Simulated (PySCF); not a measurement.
# Multinuclear NMR of C5H7NO2

Cartesian coordinates in Å; atom numbers follow the order of the lines, from 1:
```xyz
15

C     2.955   -0.163   -0.548
C     1.900    0.378    0.068
C     0.522    0.125   -0.429
O     0.317   -0.588   -1.394
C    -0.598    0.831    0.299
C    -1.934    0.103    0.457
N    -2.306   -0.656   -0.596
O    -2.602    0.272    1.455
H     2.799   -0.800   -1.424
H     3.977    0.008   -0.202
H     2.019    1.017    0.948
H    -0.803    1.755   -0.275
H    -0.291    1.153    1.302
H    -1.614   -0.879   -1.307
H    -3.150   -1.206   -0.499
```

Theoretical values (PySCF 2.14): geometry: PBE0-D3(BJ)/def2-SVP, B3LYP/pcJ-1 coupling constants (spin–dipole term only in couplings to heteroatoms), shieldings: GIAO PBE0/pcSseg-1. Single conformer, equivalent nuclei averaged, no relativistic terms, no solvent model.

(1) What are the ¹⁵N shifts?

(2) Predict the ¹⁷O NMR data.

Answers

(1) 
```json
{"atoms": "N7", "environment": "amide-type nitrogen", "σ (ppm)": "147.1", "δ (ppm)": "-285.1"}
```

Shieldings were converted by a linear fit to measured shifts: ¹⁵N (scatter 7.2 ppm rms vs CH3NO2, solution or neat liquid). A few per cent of atoms miss by over 2 rms, more outside the fitted compound classes. Couplings are scaled by factors fitted to measured values: ²J(H,H) × 0.91 (rms 0.6 Hz), ³J(H,H) × 0.91 (rms 0.4 Hz, 0.5 with 2 outliers); all others are unscaled and can be 10–30 % off.

Couplings (the largest are listed; each averaged over equivalent pairs): ¹J(N7,H14) = -96.7 Hz, ¹J(N7,H15) = -92.7 Hz, ¹J(C6,N7) = -17.1 Hz, ²J(C5,N7) = -7.9 Hz, ³J(N7,H12) = -1.1 Hz. Signs are for ¹⁵N, whose magnetogyric ratio is negative.

On a 600 MHz spectrometer ¹⁵N resonates near 60.8 MHz, so 1 ppm is 60.8 Hz.

(2) 
```json
{"atoms": "O4", "environment": "ketone oxygen", "σ (ppm)": "-246.5", "δ (ppm)": "483.9"}
{"atoms": "O8", "environment": "amide-type carbonyl oxygen", "σ (ppm)": "-94.5", "δ (ppm)": "348.4"}
```

Shieldings were converted by a linear fit to measured shifts: ¹⁷O: δ = 264.06 − 0.892σ (rms 13.4 ppm, 147 shifts, 14.2 ppm with the 1 outlier that the fit left out vs liquid water, solution or neat liquid). A few per cent of atoms miss by over 2 rms, more outside the fitted compound classes. Couplings are scaled by factors fitted to measured values: ²J(H,H) × 0.91 (rms 0.6 Hz), ³J(H,H) × 0.91 (rms 0.4 Hz, 0.5 with 2 outliers); all others are unscaled and can be 10–30 % off.

Couplings (the largest are listed; each averaged over equivalent pairs; quadrupolar broadening usually hides them): ¹J(C3,O4) = 33.8 Hz, ¹J(C6,O8) = 28.4 Hz, ²J(C5,O8) = -3.4 Hz, ²J(C2,O4) = -2.7 Hz, ³J(C1,O4) = -3.5 Hz, ³J(O4,H12) = -2.2 Hz, ³J(O4,H11) = -1.9 Hz, ³J(O8,H14) = -1.4 Hz, ³J(C3,O8) = -1.2 Hz, ³J(O8,H15) = 1.1 Hz.

On a 500 MHz spectrometer ¹⁷O resonates near 67.8 MHz, so 1 ppm is 67.8 Hz.

Hydrogen bonding in solution shields acid and N–H amide carbonyl oxygens by tens of ppm.
